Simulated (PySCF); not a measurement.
Vertical excitations of a molecule C₄H₈S₂ from TDA-LC-ωPBE/def2-SVPD (PySCF), as energy in eV (oscillator strength): 5.43 (0.005), 5.62 (0.000), 6.74 (0.041), 6.86 (0.038), 7.07 (0.012), 7.17 (0.003), 7.57 (0.034), 7.68 (0.059), 7.78 (0.003), 7.85 (0.001). Lowest triplet (TDA): 4.82 eV. Geometry: PBE-D3(BJ)/def2-SVP. One conformer was computed; it need not be the lowest.

Question: Pick the molecule that these values belong to.
A. C1CSCSC1
B. CC1(C)SCS1
C. SCC1CSC1
D. CCC1SCS1

Answer: A, C1CSCSC1
